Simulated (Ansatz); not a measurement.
Cost and result up the ladder for BeCl2(H2O)2 (BeCl₂O₂H₄) (9 atoms). Charge 0, multiplicity 1. Geometry: B3LYP-D4/def2-SVP.

Cartesian coordinates in Å:
```
Be -0.179 0.364 0.042
Cl 0.967 1.806 0.716
Cl -2.073 0.441 -0.460
O -0.083 -0.893 1.249
H -0.992 -1.124 1.505
H 0.360 -0.518 2.030
O 0.640 -0.238 -1.378
H 1.356 0.384 -1.591
H 0.003 -0.223 -2.113
```

Ansatz on 4 threads of Arm Neoverse V2 on a shared host. Times are rough, and most runs start from the orbitals of an earlier one. ωB97M-V/def2-TZVP serves as the yardstick here, not as an exact answer. Differences are given only for rows in sets of like size (and for xTB, whose basis is part of the method), since another set adds its own error. Binding counts from free atoms at the same level (Be singlet, Cl doublet, O triplet, H doublet; other spins of the atoms weren't run), without zero-point energy or a counterpoise term.

B3LYP takes the VWN-RPA correlation. Correlated methods freeze 12 core orbitals.

Correlated methods converge slowly with the basis.

```json
{"level": "HF/STO-3G", "functions": "37", "wall time": "0.1 s", "binding energy per atom (eV)": "2.87", "difference from ωB97M-V/def2-TZVP (eV)": "–"}
{"level": "HF/6-31G", "functions": "61", "wall time": "0.2 s", "binding energy per atom (eV)": "2.33", "difference from ωB97M-V/def2-TZVP (eV)": "–"}
{"level": "PBE-D4/def2-SVP", "functions": "93", "wall time": "0.7 s", "binding energy per atom (eV)": "3.58", "difference from ωB97M-V/def2-TZVP (eV)": "–"}
{"level": "B3LYP-D4/6-31G", "functions": "61", "wall time": "0.7 s", "binding energy per atom (eV)": "3.31", "difference from ωB97M-V/def2-TZVP (eV)": "–"}
{"level": "HF/def2-TZVP", "functions": "179", "wall time": "1.1 s", "binding energy per atom (eV)": "2.53", "difference from ωB97M-V/def2-TZVP (eV)": "-0.98"}
{"level": "MP2/def2-TZVP", "functions": "179", "wall time": "1.4 s", "binding energy per atom (eV)": "3.45", "difference from ωB97M-V/def2-TZVP (eV)": "-0.06"}
{"level": "PBE-D4/def2-TZVP", "functions": "179", "wall time": "1.4 s", "binding energy per atom (eV)": "3.54", "difference from ωB97M-V/def2-TZVP (eV)": "0.03"}
{"level": "BLYP-D4/def2-TZVP", "functions": "179", "wall time": "1.7 s", "binding energy per atom (eV)": "3.47", "difference from ωB97M-V/def2-TZVP (eV)": "-0.04"}
{"level": "PBE0-D4/def2-TZVP", "functions": "179", "wall time": "2.1 s", "binding energy per atom (eV)": "3.47", "difference from ωB97M-V/def2-TZVP (eV)": "-0.04"}
{"level": "CAM-B3LYP-D4/def2-TZVP", "functions": "179", "wall time": "2.2 s", "binding energy per atom (eV)": "3.50", "difference from ωB97M-V/def2-TZVP (eV)": "-0.01"}
{"level": "r2SCAN0-D4/def2-TZVP", "functions": "179", "wall time": "3.6 s", "binding energy per atom (eV)": "3.45", "difference from ωB97M-V/def2-TZVP (eV)": "-0.06"}
{"level": "ωB97X-V/def2-TZVP", "functions": "179", "wall time": "5.5 s", "binding energy per atom (eV)": "3.49", "difference from ωB97M-V/def2-TZVP (eV)": "-0.02"}
{"level": "ωB97M-V/def2-TZVP", "functions": "179", "wall time": "6 s", "binding energy per atom (eV)": "3.51", "difference from ωB97M-V/def2-TZVP (eV)": "0.00"}
{"level": "CCSD(T)/def2-TZVPP", "functions": "221", "wall time": "1.8 min", "binding energy per atom (eV)": "3.39", "difference from ωB97M-V/def2-TZVP (eV)": "-0.12"}
```
